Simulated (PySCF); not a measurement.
Mg(I)(Et) (C2H5IMg), SMILES C[CH2][Mg][I]. Geometry optimised at B3LYP-D3(BJ)/def2-SVP. The def2 effective core potentials stand for the cores of I; spin–orbit coupling is left out. Other conformers were not sampled.

Question: Give the equilibrium geometry at B3LYP-D3(BJ)/def2-SVP (PySCF confirms it by a frequency run) as a Z-matrix, and its point group. (The exact figures need the calculation; the answer reports its results.)

Answer: Several could match; the one computed here: point group Cs.
```
C
H 1 1.1058
H 1 1.1058 2 105.19
C 1 1.5375 2 110.08 3 118.55
H 4 1.1035 1 112.18 2 -177.70
H 4 1.1035 5 106.71 1 123.23
H 4 1.1056 5 106.55 6 113.55
Mg 1 2.1017 2 107.42 3 -114.22
I 8 2.5836 2 156.53 1 -179.90
```
Charge 0, spin multiplicity 1.
